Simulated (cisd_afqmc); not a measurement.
Input (AFQMC/CISD/cc-pV(D+d)Z; cisd_afqmc is a phaseless AFQMC code with CISD trial states that reads the integrals written by Ansatz): A basis named .json is the Basis Set Exchange file of that set.

Ansatz 0.2 input:
```python
import cisd_afqmc

open("ham.yaml", "w").write("""\
crystal:
  periodic: [false, false, false]
  atoms:
    - {symbol: P, position_ang: [-0.00000000, -0.00000000, -0.08928302]}
    - {symbol: H, position_ang: [0.00000000, 0.00000000, 1.33924536]}
basis:
  gaussian:
    orbitals: cc-pV_D+d_Z.json
magnetization: {spin_polarized: true, initial_magnetization: 2}
correlation: {method: ccsd, electrons: outside_noble_gas, hamiltonian_folder: ham}
""")
rep = cisd_afqmc.ansatz("ham.yaml")
e_ccsd = rep["correlation"]["coupled_cluster"]["energy"]["hartree"]
out = cisd_afqmc.run("ham", e_ccsd, trial="CISD", walkers=200, populations=8, threads=8, dt=0.005, steps=40, early=24, settle=10, least=32,
    cut=5e-5, rank_cut=2e-4, target=0.0004, seconds=1500, seed=1, memory=17280, gpu=False)
```

Output:

```
orbitals 23, occupied [4, 2], factors 118 of 274, rank of the doubles 61 of 118
E(HF) = -341.288119
E(CCSD) on the cut factors = -341.394324, shift to the whole factors -0.000002
Energy of the trial state on the determinant = -341.394282
  tau behind 7.2 of longer steps, mean of the populations' last blocks
   2.0  -341.39686
   4.0  -341.39670
   6.0  -341.39674
   8.0  -341.39687
blocks 306 (1 outliers left out), error by blocks joined: 1: 0.00003, 2: 0.00004, 4: 0.00005, 8: 0.00006, 16: 0.00006
E(AFQMC/CISD) = -341.39682 +/- 0.00006
```
